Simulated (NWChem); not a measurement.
System: BH₂OF; SMILES OBF

Here is an NWChem input.

```
start job
memory heap 200 mb stack 900 mb global 1100 mb
geometry units angstroms noautoz
  B     -0.432446    -0.028518     0.000000
  H     -1.651347    -0.036595     0.000000
  F      0.222991    -1.190131     0.000000
  O      0.313935     1.102755     0.000000
  H     -0.238952     1.903191     0.000000
end
basis spherical
  * library aug-cc-pvdz
end
dft
  xc xpbe96 cpbe96
  iterations 150
end
tddft
  cis
  nroots 8
end
task tddft energy
```

Structure relaxed at the PBE-D3(BJ)/def2-SVP level.

Vertical excitations in the gas phase.

Question: Give the results of this calculation. (PBE/aug-cc-pVDZ, TDA.) Quantities: lowest excitation, singlet (eV); lowest state with f > 0.02, singlet (eV); lowest triplet (eV); orbital gap (eV).

Answer: 
```
Quantity                                  Value
----------------------------------------  -----
lowest excitation, singlet (eV)            7.56
lowest state with f > 0.02, singlet (eV)   7.64
lowest triplet (eV)                        6.91
orbital gap (eV)                           7.35
```
